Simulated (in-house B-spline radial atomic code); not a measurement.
**Removing one electron from Pr⁵⁺**

Closed shell [Kr] 4d10 5s2 5p6. Computed with an all-electron radial atomic-structure program (B-spline basis): Koopmans values of Dirac-Hartree-Fock plus a diagonal self-energy, in second order or with its direct term screened (direct RPA, with the hole-particle interaction, or full time-dependent Hartree-Fock), linearised in energy; no-pair Dirac-Coulomb Hamiltonian, finite nucleus. Shifts add to the Koopmans value (the ΔSCF shift is orbital relaxation alone); the final value takes TDHF screening with Breit and QED.

Command:
```bash
python run_mb.py task.json out
```
Settings (nuclear radius in fm, box in bohr, cutoff in hartree):
```
basis_form          2
Z                   59
core_configuration  [Kr] 4d10 5s2 5p6
rms_radius          4.8919
mass_number         141
speed_of_light      137.036
box_radius          10.79
lmax                7
intervals           62
virtual_cutoff      13924.0
```

Run time, properties included: 60 s on 1 thread of AMD EPYC 7R43 64-Core Processor, with other jobs on the host.

Energies in eV:

```csv
subshell,Koopmans,ΔSCF shift,second order,direct RPA,hole-particle,TDHF,Breit + QED,final
5p3/2,82.07,-0.528,?,?,?,?,?,?
5p1/2,86.14,-0.589,0.784,0.750,0.361,0.390,-0.078,86.45
```

**Question.** What does the self-energy do to 5p3/2?

**Answer.** It shifts the removal energy by 0.887 eV in second order, 0.747 with direct RPA, 0.579 with the hole-particle term and 0.628 with TDHF screening (quasi-particle weight 0.954); Breit and QED add -0.033 eV. The final value is 82.67 eV.
